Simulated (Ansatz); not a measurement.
CH4BOSb, relaxed with RKS PBE-D4/def2-SVP in Ansatz 0.2.0 from a rough embedded geometry. The force threshold is 0.03 eV/Å; the program also tests the step.

Charge 0, multiplicity 1. Sb takes the def2 core potential. The bonds changed during the relaxation, so this is another structure than the one it started from.

Start:

```xyz
8

O    -1.120    0.207    1.161
C    -0.276    0.332    0.108
B    -0.269   -1.002   -0.688
Sb    1.572   -0.398    0.517
H    -0.945    1.043    1.761
H    -0.404    1.249   -0.514
H    -0.820   -1.818   -1.445
H     2.262    0.386   -0.900
```

(1) By how much does the energy fall, and how many steps does the optimiser take? (Best estimate.)

(2) Which bonds change most? (Estimate.)

(3) Give the relaxed structure. (Estimate.)

Results:

(1) Ansatz gave: 36.84 kcal/mol, in 18 steps, 1 of them rejected.

(2) The calculation gave: B3–Sb4 from 2.282 to 2.145 Å; O1–H5 from 1.044 to 0.979 Å; C2–B3 from 1.553 to 1.507 Å; B3–H7 from 1.241 to 1.213 Å.

(3) The calculation gave: 
```xyz
8

O    -1.509    0.347    0.970
C    -0.476    0.306    0.117
B    -0.078   -0.956   -0.605
Sb    2.066   -0.979   -0.669
H    -1.551    1.221    1.408
H     0.088    1.257    0.023
H    -0.764   -1.954   -0.683
H     2.225    0.757   -0.561
```
